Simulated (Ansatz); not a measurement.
NO2 (SMILES [O]N=O), doublet, geometry from GFN2-xTB; CCSD(T)/cc-pVDZ (Ansatz, a program for electronic structure).

The Ansatz input:
Ansatz 0.2 input:
```yaml
crystal:
  periodic: [false, false, false]
  atoms:
    - {symbol: N, position_ang: [0.02634660, -0.00099173, 0.29394606]}
    - {symbol: O, position_ang: [0.01046225, 1.10203615, -0.12685565]}
    - {symbol: O, position_ang: [-0.03351552, -1.10116839, -0.13034716]}
basis:
  gaussian:
    orbitals: cc-pVDZ
magnetization: {spin_polarized: true, initial_magnetization: 1}
correlation: {method: ccsd_t, electrons: outside_noble_gas}
accuracy: high
```

What the program printed (banner, timings and long lists left out):

```
Functional definition: HF
828 factors; integrals over basis functions are off by at most 2.7e-9 eV
mean field evaluation 1: about -5549.7825 eV, gradient 2.7e1 eV
mean field evaluation 2: about -5549.8915 eV, gradient 2.7e1 eV
mean field evaluation 4: about -5552.4541 eV, gradient 2.6e0 eV
mean field evaluation 8: about -5552.5058 eV, gradient 1.7e-1 eV
mean field evaluation 16: about -5552.5067 eV, gradient 1.3e-7 eV
mean field evaluation 32: about -5552.4852 eV, gradient 3.8e-1 eV
mean field evaluation 64: about -5549.7724 eV, gradient 3.5e-3 eV
mean field evaluation 96: about -5548.6092 eV, gradient 1.9e-4 eV
mean field evaluation 128: about -5549.7724 eV, gradient 8.5e-3 eV
mean field evaluation 160: about -5548.8944 eV, gradient 2.6e-3 eV
mean field -5552.50674432 eV, -204.0508592294 hartree, gradient 2.4e-8 eV, S^2 0.766851; 4 other end points of the search recorded, 0 dependent functions left out
determinant -5552.50674432 eV, -204.0508592294 hartree, with singles and doubles -5566.87956130 eV, -204.5790505114 hartree
determinant -5549.77237001 eV, -203.9503728270 hartree, with singles and doubles -5564.12839651 eV, -204.4779470701 hartree
determinant -5549.76632050 eV, -203.9501505116 hartree, with singles and doubles -5562.75026018 eV, -204.4273014940 hartree
3 core orbitals not correlated
reference -5552.50674432 eV, -204.0508592294 hartree; 9, 8 occupied and 30, 31 virtual orbitals, 828 factors
second order -14.56483958 eV of doubles, -0.00000000 eV of singles
cycle   1  -14.37299018 eV  change   -1.7e-4 eV  update   6.9e-4
cycle   2  -14.37291926 eV  change    7.1e-5 eV  update   4.4e-4
cycle   3  -14.37278403 eV  change    1.4e-4 eV  update   1.9e-4
cycle   4  -14.37285591 eV  change   -7.2e-5 eV  update   5.1e-5
cycle   5  -14.37296552 eV  change   -1.1e-4 eV  update   1.1e-5
cycle   6  -14.37297564 eV  change   -1.0e-5 eV  update   4.3e-6
cycle   7  -14.37297816 eV  change   -2.5e-6 eV  update   1.3e-6
cycle   8  -14.37297590 eV  change    2.3e-6 eV  update   6.1e-7
cycle   9  -14.37297543 eV  change    4.6e-7 eV  update   2.1e-7
cycle  10  -14.37297550 eV  change   -6.3e-8 eV  update   8.0e-8
cycle  11  -14.37297557 eV  change   -6.8e-8 eV  update   3.4e-8
cycle  12  -14.37297449 eV  change    1.1e-6 eV  update   1.6e-7
cycle  13  -14.37297459 eV  change   -9.5e-8 eV  update   5.4e-8
cycle  14  -14.37297452 eV  change    6.5e-8 eV  update   1.8e-8
cycle  15  -14.37297452 eV  change   5.0e-10 eV  update   5.5e-9
cycle  16  -14.37297452 eV  change   1.8e-10 eV  update   1.9e-9
cycle  17  -14.37297452 eV  change    1.6e-9 eV  update  7.3e-10
perturbative correction -0.61920159 eV, -0.0227552388 hartree
Total energy: -5567.49892043 eV, -204.6018115394 hartree
```
